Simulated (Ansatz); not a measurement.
A nudged elastic band was laid between two geometries of BH4NO + H2S (10 atoms, charge 0, multiplicity 1).

All numbers below come from RKS B3LYP-D4/6-31G* in Ansatz 0.2.0.

```
movable images  : 7
climbing image  : yes
spring          : 5.0 eV/Å²
optimiser       : quadratic models (default)
start path      : through a guess of the saddle point
force threshold : 0.03 eV/Å
iteration limit : 60
end points      : relaxed
```

First end point:

```xyz
10
Properties=species:S:1:pos:R:3
B 0.158 -0.676 0.394
N -0.054 -0.471 1.773
H -0.781 -0.944 2.288
H 0.622 0.010 2.352
O 1.241 -0.064 -0.189
H 1.265 -0.206 -1.143
H -0.616 -1.343 -0.236
S -0.278 2.951 0.316
H -1.306 3.635 0.862
H -0.538 1.830 1.024
```

Last end point:

```xyz
10
Properties=species:S:1:pos:R:3
B -0.058 0.382 0.241
N -0.162 -0.001 1.850
H -0.242 -1.014 1.971
H 0.695 0.309 2.312
O 1.134 -0.322 -0.111
H 1.388 -0.107 -1.017
H -1.121 0.045 -0.236
S 0.160 2.317 0.180
H -1.127 2.654 -0.051
H -0.953 0.458 2.300
```

Question: What changes between the two ends?

Answer: Bonds broken: S8–H10. Bonds formed: B1–S8, N2–H10. BH4NO + H2S becomes BH6NOS.

Question: Give the energies along the band, and the barrier.

Answer: The run converged. The highest image is number 4 of 0 to 8, 23.9 kcal/mol above the first end and 22.2 kcal/mol above the last; the last end lies 1.6 kcal/mol above the first. A vibrational analysis at the climbing image gives one clearly imaginary mode, 1011i cm⁻¹: a first-order saddle point. The orbitals stay closed-shell, which can raise the energy where a bond breaks towards radicals; this wasn't checked here.

```json
{"image": "0", "path coordinate (Å)": "0.00", "energy (kcal/mol)": "0.0", "S8–H10 (Å)": "1.35", "B1–S8 (Å)": "3.65", "N2–H10 (Å)": "2.47"}
{"image": "1", "path coordinate (Å)": "0.79", "energy (kcal/mol)": "0.2", "S8–H10 (Å)": "1.35", "B1–S8 (Å)": "3.73", "N2–H10 (Å)": "2.34"}
{"image": "2", "path coordinate (Å)": "1.57", "energy (kcal/mol)": "0.3", "S8–H10 (Å)": "1.36", "B1–S8 (Å)": "3.79", "N2–H10 (Å)": "2.31"}
{"image": "3", "path coordinate (Å)": "2.36", "energy (kcal/mol)": "2.5", "S8–H10 (Å)": "1.37", "B1–S8 (Å)": "3.25", "N2–H10 (Å)": "2.03"}
{"image": "4", "path coordinate (Å)": "3.14", "energy (kcal/mol)": "23.9", "S8–H10 (Å)": "1.76", "B1–S8 (Å)": "2.68", "N2–H10 (Å)": "1.22"}
{"image": "5", "path coordinate (Å)": "3.80", "energy (kcal/mol)": "9.6", "S8–H10 (Å)": "2.19", "B1–S8 (Å)": "2.13", "N2–H10 (Å)": "1.04"}
{"image": "6", "path coordinate (Å)": "4.46", "energy (kcal/mol)": "3.1", "S8–H10 (Å)": "2.68", "B1–S8 (Å)": "1.96", "N2–H10 (Å)": "1.02"}
{"image": "7", "path coordinate (Å)": "5.12", "energy (kcal/mol)": "2.1", "S8–H10 (Å)": "2.83", "B1–S8 (Å)": "1.95", "N2–H10 (Å)": "1.02"}
{"image": "8", "path coordinate (Å)": "5.77", "energy (kcal/mol)": "1.6", "S8–H10 (Å)": "3.03", "B1–S8 (Å)": "1.95", "N2–H10 (Å)": "1.02"}
```

Question: What is the geometry of the highest image?

Answer: 
```xyz
10
Properties=species:S:1:pos:R:3
B 0.063 -0.111 0.275
N -0.038 0.066 1.793
H -0.838 -0.368 2.250
H 0.825 -0.140 2.297
O 1.333 -0.332 -0.150
H 1.393 -0.368 -1.115
H -0.931 -0.350 -0.334
S -0.279 2.548 0.425
H -1.630 2.508 0.363
H -0.187 1.269 1.636
```

Question: What are the harmonic wavenumbers there?

Answer: 1011i, 134, 248, 287, 383, 403, 462, 537, 544, 832, 896, 937, 964, 1064, 1196, 1388, 1466, 1534, 1647, 2655, 2705, 3484, 3588, 3807 cm⁻¹.

The band took 14 iterations and about 4 core-minutes.

The run took 4 min on 1 thread of Intel(R) Xeon(R) Platinum 8488C (Sapphire Rapids), with other jobs on the host, peak memory 0.19 GiB.
